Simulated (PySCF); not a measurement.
Pb(F)(OH) (FHOPb), SMILES [OH][Pb][F] (connectivity only; charge and spin as stated), neutral, multiplicity 1.

The structure is a stationary point at B3LYP-D3(BJ)/def2-TZVP. The def2 effective core potentials stand for the cores of Pb; spin–orbit coupling is left out. The values are those of a single conformer.

Calculation: TDDFT-ωB97X/def2-SVPD (PySCF).

Vertical excitations. Isolated molecule, no solvent. State labels are in the subgroup Cs.

Computed excitation energies, oscillator strengths and character:
```
state  symmetry  energy (eV)  λ (nm)      f                                                                  main pairs
-----  --------  -----------  ------  -----  --------------------------------------------------------------------------
S1           A"         4.67     265  0.039                                                              HOMO→LUMO 98 %
S2           A'         5.50     225  0.011                                                            HOMO−1→LUMO 91 %
S3           A"         6.05     205  0.035                                                            HOMO−2→LUMO 97 %
S4           A"         6.68     186  0.001                                                            HOMO−4→LUMO 98 %
S5           A'         6.72     185  0.067                                          HOMO→LUMO+1 69 %, HOMO−3→LUMO 26 %
S6           A'         6.97     178  0.050                                          HOMO−3→LUMO 61 %, HOMO→LUMO+1 25 %
S7           A"         7.09     175  0.027                                      HOMO−1→LUMO+1 67 %, HOMO−1→LUMO+2 21 %
S8           A"         7.30     170  0.012                  HOMO−1→LUMO+2 50 %, HOMO−1→LUMO+1 28 %, HOMO−1→LUMO+3 15 %
S9           A'         7.62     163  0.513                                          HOMO→LUMO+2 65 %, HOMO→LUMO+3 15 %
S10          A'         8.18     152  0.098  HOMO−2→LUMO+2 34 %, HOMO→LUMO+3 26 %, HOMO−2→LUMO+1 18 %, HOMO→LUMO+2 13 %
T1           A"         4.15     299      0                                                              HOMO→LUMO 96 %
T2           A'         4.74     261      0                                                            HOMO−1→LUMO 97 %
T3           A"         5.69     218      0                                                            HOMO−2→LUMO 96 %
T4           A'         6.18     201      0                                                            HOMO→LUMO+1 80 %
```
Triplets are in the Tamm–Dancoff approximation, which puts them higher than full response would, so one can lie above its singlet here.
